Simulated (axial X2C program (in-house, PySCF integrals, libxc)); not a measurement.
Outer orbitals of AlGe at 2.475 Å, B3LYP

Calculated with an in-house relativistic program for diatomic molecules. Spin-free means the one-electron spin-free X2C Hamiltonian; two-component (2c) means X2C with spin–orbit coupling and atomic mean-field two-electron Coulomb and Gaunt terms, so the difference of the two also holds small scalar two-electron terms. Basis: Ge dyall-cv3z [9s9p7d4f1g], Al dyall-v3z [8s8p2d1f] (cores contracted in-house); Gaussian nuclei, density fitting, unrestricted open shells. Masses: Ge 73.921 u, Al 26.982 u.

The distance is close to the 2c PBE0 minimum; the highest filled and lowest empty levels are listed.

Spin-free orbitals, state M_S = 3/2, Λ = 0 (beyond evenly filled blocks: σα, π+α, π-α) (Löwdin shares):

| symmetry | occupied | ε (eV) | atomic character |
| --- | --- | --- | --- |
| δ-α | yes | -31.60 | 100% Ge d |
| δ+α | yes | -31.60 | 100% Ge d |
| σα | yes | -31.58 | 100% Ge d |
| π-α | yes | -31.57 | 100% Ge d |
| π+α | yes | -31.57 | 100% Ge d |
| δ-β | yes | -31.45 | 100% Ge d |
| δ+β | yes | -31.45 | 100% Ge d |
| σβ | yes | -31.44 | 100% Ge d |
| π+β | yes | -31.43 | 100% Ge d |
| π-β | yes | -31.43 | 100% Ge d |
| σα | yes | -13.87 | 69% Ge s, 14% Al s, 10% Al p |
| σβ | yes | -12.13 | 68% Ge s, 16% Al s, 9% Al p |
| σα | yes | -8.91 | 56% Al s, 27% Ge p, 10% Ge s |
| σβ | yes | -7.80 | 58% Al s, 22% Ge p, 11% Ge s |
| σα | yes | -5.36 | 42% Ge p, 42% Al p, 13% Al s |
| π-α | yes | -5.31 | 69% Ge p, 26% Al p, 4% Al d |
| π+α | yes | -5.31 | 69% Ge p, 26% Al p, 4% Al d |
| σβ | no | -3.00 | 44% Ge p, 41% Al p, 11% Al s |
| π+β | no | -2.96 | 54% Ge p, 43% Al p, 2% Al d |
| π-β | no | -2.96 | 54% Ge p, 43% Al p, 2% Al d |
| π+α | no | -1.71 | 66% Al p, 21% Ge p, 6% Al d |
| π-α | no | -1.71 | 66% Al p, 21% Ge p, 6% Al d |

Spinors with spin–orbit coupling (state Ω = 3/2):

| ω | occupied | ε (eV) | atomic character | λ mixture |
| --- | --- | --- | --- | --- |
| -3/2 | yes | -31.90 | 100% Ge d | 88% δ, 12% π |
| -1/2 | yes | -31.86 | 100% Ge d | 71% π, 29% σ |
| 1/2 | yes | -31.83 | 100% Ge d | 54% σ, 46% π |
| 3/2 | yes | -31.81 | 100% Ge d | 71% δ, 29% π |
| 5/2 | yes | -31.39 | 100% Ge d | 100% δ |
| 3/2 | yes | -31.34 | 100% Ge d | 71% π, 29% δ |
| 1/2 | yes | -31.30 | 100% Ge d | 54% π, 46% σ |
| -1/2 | yes | -31.28 | 100% Ge d | 71% σ, 29% π |
| -3/2 | yes | -31.25 | 100% Ge d | 88% π, 12% δ |
| -5/2 | yes | -31.24 | 100% Ge d | 100% δ |
| 1/2 | yes | -13.86 | 69% Ge s, 14% Al s, 10% Al p | 100% σ |
| -1/2 | yes | -12.13 | 68% Ge s, 16% Al s, 9% Al p | 100% σ |
| 1/2 | yes | -8.91 | 56% Al s, 27% Ge p, 10% Ge s | 100% σ |
| -1/2 | yes | -7.80 | 58% Al s, 22% Ge p, 11% Ge s | 100% σ |
| 1/2 | yes | -5.36 | 42% Ge p, 41% Al p, 13% Al s | 100% σ |
| -1/2 | yes | -5.35 | 70% Ge p, 25% Al p, 4% Al d | 100% π |
| 3/2 | yes | -5.25 | 68% Ge p, 27% Al p, 4% Al d | 100% π |
| -1/2 | no | -3.00 | 44% Ge p, 41% Al p, 10% Al s | 100% σ |
| 1/2 | no | -2.99 | 55% Ge p, 42% Al p, 2% Al d | 100% π |
| -3/2 | no | -2.93 | 53% Ge p, 44% Al p, 2% Al d | 100% π |
| -1/2 | no | -1.73 | 67% Al p, 21% Ge p, 6% Ge d | 100% π |

Q: How does the gap between the highest filled and lowest empty level change from the spin-free to the 2c table?

A: From 2.31 to 2.25 eV at B3LYP, a change of -0.06 eV.

Mulliken charges and populations of the two-component result (they depend on the basis, above all on diffuse functions):

Ge -0.13 e (s 7.89 p 14.21 d 10.03), Al 0.13 e (s 5.82 p 6.98 d 0.07 f 0.01). ⟨Lz⟩ = 0.00 ħ and ⟨Sz⟩ = 1.50 ħ (1.00 and 0.49 on the two atoms), which add up to Ω.

One determinant describes the state; a PBE0 search over occupations chose it and may have missed a lower one. Density functionals use the spin component along the axis (collinear). PBE0 can misorder states that lie within some tenths of an eV, so this need not be the ground state of the molecule. The nearest other spin-free determinant of the search, M_S = 1/2, Λ = 0, lies 0.31 eV up at the distance of the search. With several unpaired electrons one determinant need not be a pure state. This is the top spin component of a Σ state; components of lower Ω are not single determinants and can lie lower.
